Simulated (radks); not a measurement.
These are the eigenvalues of the occupied orbitals of an atom or ion with whole-number occupations (eV). Calculated with a radial shooting solver on a logarithmic mesh with Libxc functionals: Dirac Kohn-Sham, OLYP, spin-unpolarised, spherical densities, point nucleus.

orbital  eigenvalue
1s1/2     -59243.72
2s1/2     -10018.87
2p1/2     -9550.883
2p3/2     -8570.759
3s1/2     -2273.642
3p1/2     -2067.924
3p3/2     -1860.804
3d3/2     -1510.608
3d5/2     -1465.267
4s1/2     -470.4501
4p1/2     -387.7528
4p3/2     -341.0575
4d3/2     -205.1543
4d5/2     -196.6592
5s1/2      -81.2731
5p1/2      -58.0855
5p3/2      -51.6791
4f5/2      -32.1557
4f7/2      -30.9171
6p1/2      -14.9536
6p3/2      -14.0842

Which element is it, and in what charge state? The configuration may be excited. Open shells, if any, are shared by 2j + 1.

Answer. Z = 69, thulium, charge +2: Tm2+ in [Kr] 4d10 4f13 5s2 5p4 6p2. The list shows which subshells hold electrons but not how many an open one holds; the 1s level, -2177.2 hartree, gives Z - s = 66.0 by -(Z - s)^2/2, which with screening and relativity narrows Z to a few neighbours, and the depths of the outer levels then fix element, charge and occupations together.
